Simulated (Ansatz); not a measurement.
SnOBr, SMILES [O]=[Sn][Br], multiplicity 2.

Geometry: r2SCAN-D4/def2-TZVP. The def2 effective core potentials stand for the cores of Sn; spin–orbit coupling is left out.

Two levels are set side by side: PBE/def2-SVPD (Ansatz, an electronic-structure program) and PBE0/def2-SVPD (Ansatz). Energy differences of separate SCF runs at the same geometry; the states with an electron removed or added have multiplicity 3 and 1. Differences are taken from unrounded values.

| quantity | PBE |
|---|---|
| vertical ionisation energy (eV) | 9.77 |
| vertical electron affinity (eV) | 3.08 |

**Question.** These are the PBE values. What does PBE0 give? (The exact figures need the calculation; the answer reports its results.)

**Answer.** 
```
quantity                         PBE0  PBE minus PBE0
-------------------------------  ----  --------------
vertical ionisation energy (eV)  9.98           -0.21
vertical electron affinity (eV)  2.86            0.23
```
